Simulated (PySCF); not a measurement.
**Substituent chemical shifts**

Parent skeleton `[SiH2:1]1[SiH2:2][SiH2:3][SiH2:4][SiH2:5]1`; one hydrogen on atom 1 is replaced by X. Hydrogens on one atom are averaged.

[PySCF 2.14.0 with density-fitted response routines: PBE0-D3(BJ)/def2-SVP structure; NMR shieldings at PBE0/pcSseg-1/GIAO; fast rotation and ring inversion assumed for equivalent nuclei; relativity neglected; no solvent model; single conformer]

References, each an isolated molecule treated in the same way: 29Si (351.99 ppm) and 1H (31.27 ppm) against TMS.

Parent (X = H): Si1 -104.1, Si2/Si5 -104.1, Si3/Si4 -104.1, H(Si1) 3.63, H(Si2)/H(Si5) 3.63, H(Si3)/H(Si4) 3.63 ppm. Effects are Δδ = δ(X) − δ(H), positive for deshielding.

Four derivatives gave (Δδ, ppm):
```json
{"compound": "1", "Si1": "+78.8", "Si2/Si5": "-8.0", "Si3/Si4": "-8.9", "H(Si1)": "+2.02", "H(Si2)/H(Si5)": "-0.18", "H(Si3)/H(Si4)": "+0.06"}
{"compound": "2", "Si1": "+53.9", "Si2/Si5": "+13.8", "Si3/Si4": "-2.6", "H(Si1)": "+1.43", "H(Si2)/H(Si5)": "-0.11", "H(Si3)/H(Si4)": "+0.19"}
{"compound": "3", "Si1": "+106.2", "Si2/Si5": "-9.7", "Si3/Si4": "-9.7", "H(Si1)": "+2.47", "H(Si2)/H(Si5)": "-0.18", "H(Si3)/H(Si4)": "+0.11"}
{"compound": "4", "Si1": "+69.7", "Si2/Si5": "-7.4", "Si3/Si4": "-8.0", "H(Si1)": "+1.78", "H(Si2)/H(Si5)": "-0.12", "H(Si3)/H(Si4)": "-0.03"}
```

Their substituents are C(S)CH3, NHCH3, NHSiH3, OSiH3. Which is which?

Answers

1: X = NHSiH3 ([SiH3]N[SiH]1[SiH2][SiH2][SiH2][SiH2]1); 2: X = C(S)CH3 (CC(=S)[SiH]1[SiH2][SiH2][SiH2][SiH2]1); 3: X = OSiH3 ([SiH3]O[SiH]1[SiH2][SiH2][SiH2][SiH2]1); 4: X = NHCH3 (CN[SiH]1[SiH2][SiH2][SiH2][SiH2]1).
